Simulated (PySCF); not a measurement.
A run for PySCF: R-HF/3-21G on BGeH5 (SMILES [BH2][GeH3]), a point of a torsion scan.

```python
from pyscf import gto, scf, dft, mp
from pyscf.data.elements import chemcore

mol = gto.M(
    atom='''
    B     1.24168054   -0.07925768    0.00441030
    Ge   -0.74835590    0.06317367   -0.02297214
    H     1.92165470    0.86902174    0.00310637
    H     1.76163095   -1.12308520    0.05368307
    H    -1.34211749    1.35158039   -0.49849594
    H    -1.47681187   -0.97317853   -0.82004261
    H    -1.35738798   -0.09812811    1.33647763
    ''',
    basis='3-21g',
    charge=0, spin=0, verbose=3, max_memory=1800)
mf = scf.RHF(mol)
mf.conv_tol = 1e-8
mf.max_cycle = 100
mf.kernel()
if not mf.converged:
    mf = mf.newton().run(mf.mo_coeff, mf.mo_occ)
```

Program output:

```
converged SCF energy = -2092.7132793717
```

The run converged.

Cost: very roughly 0.3 core-seconds.
